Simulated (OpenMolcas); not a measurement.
**Lu: from CASSCF to CASPT2**

```json
{
 "Program": "OpenMolcas 26.06",
 "Basis": "ANO-RCC-VTZP [8s7p5d3f2g1h]",
 "Scalar Hamiltonian": "DKH2, point nucleus",
 "Active space": "3 electrons in 6 orbitals (5d 6s)",
 "State averaging": "2S+1 = 2 even, 29 roots; 2S+1 = 4 even, 10 roots kept (CI in the orbitals of an earlier block)",
 "Spin-orbit coupling": "state interaction with AMFI integrals over the reference wave functions, term energies averaged over their components"
}
```

Methods on the same reference wave functions:
A. CASSCF
B. SS-CASPT2, IPEA 0.25 Eh, imaginary shift 0.1 Eh (closed shells correlated: 5s 5p)
C. MS-CASPT2, IPEA 0.25 Eh, imaginary shift 0.1 Eh (closed shells correlated: 5s 5p)
D. XMS-CASPT2, IPEA 0.25 Eh, imaginary shift 0.1 Eh (closed shells correlated: 5s 5p)

Energies in cm-1 above 5d 6s2 2D 3/2, the measured ground level; measured values from NIST Handbook of Basic Atomic Spectroscopic Data.

```csv
Level,A,B,C,D,Measured
5d 6s2 2D 3/2,0.0,0.0,0.0,0.0,0.0
5d 6s2 2D 5/2,1899,1899,1959,1955,1994
5d2 6s 4F 3/2,14461,17460,17660,19640,18851
5d2 6s 4F 5/2,15160,18160,18360,20330,19403
5d2 6s 4F 7/2,16145,19190,19390,21350,20247
5d2 6s 4F 9/2,17345,20390,20590,22560,21242
5d2 6s 4P 1/2,21835,23510,23710,25990,21472
5d2 6s 4P 3/2,22187,23800,24010,26300,22468
5d2 6s 4P 5/2 [61 %],22557,23770,24000,26330,
5d2 6s 2D 3/2,25834,25320,25700,28320,24518
5d2 6s 2G 9/2,27808,28730,28930,31120,26671
5d2 6s 2F 7/2 [72 %],28809,27430,27630,29170,
5d2 6s 2P 1/2,29106,28540,28740,31210,28793
```

Deviations, from unrounded energies. A percentage is the sum of absolute deviations over the sum of measured energies, with the sign that they share, or ± where signs differ.

```
                  Against measurement  Levels     A     B     C      D
       mean absolute deviation (cm-1)      10  2000  1100  1100   2300
fine structure of the ground term (%)       1  -4.8  -4.8  -1.8   -2.0
             other configurations (%)       9  ±9.8  ±5.4  ±5.4  +11.4
```

B, C lie about equally close to measurement and D furthest from it. The largest miss of C in the table is 5d2 6s 2G 9/2, by +2300 cm-1. The ranking rests on the paired levels alone, and a cruder setting can come out closer through cancelling errors.

Among B to D the level of the table that moves most is 5d2 6s 2D 3/2, by 3000 cm-1 (lowest in B, highest in D). Moves below CASPT2's spread within the term are not significant.

The two smallest mean deviations differ by little beside CASPT2's spread within terms, so their order carries little weight.

The lowest spin-free term lies below A's lowest term by 0.226 hartree in B, 0.226 hartree in C, 0.238 hartree in D.

CASPT2 breaks the degeneracy within a term, and the mean is taken; among the terms shown or strongly mixed into the levels shown the widest spread is 1100 cm-1 (5d2 6s 2F, D). Terms from blocks run as CI alone lack orbitals of their own. A single d shell beside an s shell can misplace configurations of different d count against each other. Without dynamic correlation excited terms often stand tens of per cent too high (terms of higher spin than the ground term too low), and those without a measured partner can miss by more than the paired ones (holds for A). Some levels mix across a computed gap that differs much from the measured one, so their mixing is not that of the real levels (holds for B). The CASPT2 spread within a term exceeds the gap to the next term for 5d2 6s 2D and 5d2 6s 2F, 5d2 6s 2G and 5d2 6s 2P, so the order of their levels is uncertain, and so are names and mixing where such terms share a J (holds for D). Measured partners are found by configuration, term and J. A level has none where our copy of the source lacks it or the pairing is in doubt (some pairs that miss far off the trend of their configuration count as doubtful), and it then counts in no deviation. Levels of configurations outside the active space are missing. Levels that lie high or do not pair safely by name in every column are left out.

A share in square brackets marks a mixed level and gives the weight of the term that names it, the lowest over the columns.
